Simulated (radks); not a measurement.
Charge is removed step by step from the 6s up level of Eu+, starting from [Xe] 4f7 6s(up 1, down 0). Calculated with a radial shooting solver on a logarithmic mesh with Libxc functionals: non-relativistic Kohn-Sham, TPSS, spin-polarised, spherical densities, point nucleus; open shells are filled with parallel spins first (spin-orbit coupling, left out, can overturn this in heavy ions); meta-GGA in the generalised Kohn-Sham scheme; relativity is left out, which matters for an element this heavy.

removed (e)  E - E(0) (eV)  eigenvalue (eV)  E minus straight line (eV)
0                    0.000           -8.250                       0.000
0.5                  4.674          -10.450                      -0.595
0.75                 7.436          -11.694                      -0.466
1                   10.536          -12.961                       0.000

Removing the whole electron costs 10.536 eV by Delta-SCF, against 8.250 eV from minus the eigenvalue at the starting occupation. Slater's transition state (half an electron removed) gives 10.450 eV. The mean slope of the eigenvalue, de/dn, is 4.71 eV per electron. Ionisation energy of Eu+ in the NIST Atomic Spectra Database: 11.24 eV (semi-empirical).
